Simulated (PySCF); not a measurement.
C₂H₅Se₂, multiplicity 2. Atoms are numbered in the order given.

```xyz
9

C      2.1225    -0.0692     0.8138
Se     0.9848    -0.3471    -0.6143
Se    -0.9942     0.6341     0.1543
C     -1.8664    -0.9510     0.8793
H      3.1914     0.0156     0.6050
H      1.7325     0.0364     1.8274
H     -2.8586    -0.6233     1.2235
H     -1.9840    -1.7129     0.0988
H     -1.2976    -1.3521     1.7274
```
Charge 0, spin multiplicity 2.

Geometry: PBE0-D3(BJ)/def2-SVP. The isomer is the one that the SMILES or the coordinates give; other isomers of the formula were not compared. The values are those of a single conformer.

Computed with PBE/def2-TZVP in PySCF.

Computed frontier levels, dipole moment and polarisability:
```
Property                                                                                                         Value
---------------------------------------------------------------------------------------------  -----------------------
α spin, highest occupied and lowest empty level                                                     -4.26 and -2.15 eV
β spin, highest occupied and lowest empty level                                                     -5.54 and -2.99 eV
dipole moment                                                                                                   1.40 D
quadrupole, principal values (traceless, Buckingham form, about the centre of nuclear charge)   -4.24, -1.80, 6.04 D·Å
mean static polarisability                                                                       82.7 bohr³ (12.26 Å³)
polarisability, principal values                                                               65.5, 70.7, 112.0 bohr³
⟨S²⟩                                                                                           0.755 (pure state 0.75)
```
